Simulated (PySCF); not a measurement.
Computed shifts of a molecule C₄H₇FSi, PBE0/pcSseg-1 (PySCF), GIAO, gas phase, equivalent atoms averaged, in ppm (number of nuclei): ²⁹Si: 4.8 (1). ¹⁹F: -212.9 (1). ¹³C: 150.2 (1), 149.0 (1), 145.1 (1), 141.8 (1). ¹H: 6.88 (1), 6.82 (1), 6.81 (1), 6.73 (1), 6.66 (1), 6.37 (1), 5.38 (1). References: ²⁹Si against TMS (σ = 352.7 ppm); ¹⁹F against CFCl3 (σ = 167.2 ppm); ¹³C against TMS (σ = 186.3 ppm); ¹H against TMS (σ = 31.56 ppm), references at their B3LYP-D3(BJ)/def2-TZVP geometries, non-relativistic. The structure is a stationary point at PBE0-D3(BJ)/def2-SVP. Other conformers were not sampled.

### Question
Identify the compound among the candidates.
(A) C=C=C[Si@H](C)F
(B) C=C1CC[Si@H]1F
(C) C=C1C[C@H](F)[SiH2]1
(D) C=C[SiH](F)C=C

### Answer
D, C=C[SiH](F)C=C
